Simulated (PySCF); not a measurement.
Cartesian coordinates in Å; atom numbers follow the order of the lines, from 1:
```xyz
19

O     2.427   -0.820    1.265
S     1.706    0.248    0.608
O     1.017    1.279    1.380
O     2.752    1.035   -0.364
C     0.588   -0.461   -0.611
C    -0.308   -1.486    0.098
C    -1.350   -0.757    0.961
Si   -1.748    0.814   -0.031
C    -0.272    0.640   -1.234
H     2.699    1.973   -0.124
H     1.276   -0.945   -1.322
H    -0.810   -2.062   -0.699
H     0.302   -2.201    0.671
H    -0.923   -0.477    1.936
H    -2.228   -1.389    1.156
H    -1.780    2.079    0.754
H    -3.037    0.695   -0.783
H    -0.640    0.283   -2.210
H     0.298    1.559   -1.429
```

Geometry: PBE0-D3(BJ)/def2-SVP; GIAO shifts from PySCF, gas phase, non-relativistic, averaged over equivalent atoms.

At PBE0/pcSseg-1 (217 basis functions, 87 s wall time on 1 thread of an Arm Neoverse N1, shared host):
```tsv
atoms	δ (ppm)
O3	243.6
O1	236.2
O4	209.7
S2	347.8
C5	69.4
C6	30.3
C9	10.7
C7	5.6
Si8	-24.3
H16	4.42
H10	4.23
H17	4.17
H11	3.49
H13	2.66
H12	1.45
H14	1.22
H19	1.10
H18	0.92
H15	0.86
```

Chemical shifts δ = σref − σ; $^{17}$O (σref 334.56) vs H2O; $^{33}$S (σref 495.66) against CS2; $^{13}$C (σref 184.41) and $^{29}$Si (σref 351.99) and $^{1}$H (σref 31.27) vs TMS, all at this level.

Q: Predict the values at KT2/pcSseg-1 on the same geometry.

A: 
```csv
atoms,δ at KT2/pcSseg-1,change
O3,253.1,+9.5
O1,243.1,+6.9
O4,214.9,+5.2
S2,339.7,-8.1
C5,70.5,+1.1
C6,32.5,+2.2
C9,12.3,+1.6
C7,7.2,+1.6
Si8,-28.4,-4.1
H16,4.46,+0.04
H10,4.09,-0.14
H17,4.19,+0.02
H11,3.73,+0.24
H13,2.79,+0.13
H12,1.47,+0.02
H14,1.29,+0.07
H19,1.24,+0.14
H18,0.98,+0.06
H15,0.98,+0.12
```

Scale: $^{17}$O (σ = 330.66 ppm) vs H2O; $^{33}$S (σ = 518.69 ppm) against CS2; TMS for $^{13}$C (σ = 183.22 ppm), $^{29}$Si (σ = 361.05 ppm), $^{1}$H (σ = 31.18 ppm) (reference shieldings calculated alike).

The largest change is at O3 (S=O oxygen). Cost: 217 basis functions, 110 s wall time on 1 thread of an Arm Neoverse N1, shared host. The order of the carbon signals is the same at both levels.

Experimental scales use liquid or dissolved standards, which lie at an offset from isolated H2O (liquid H2O: subtract about 36 ppm).
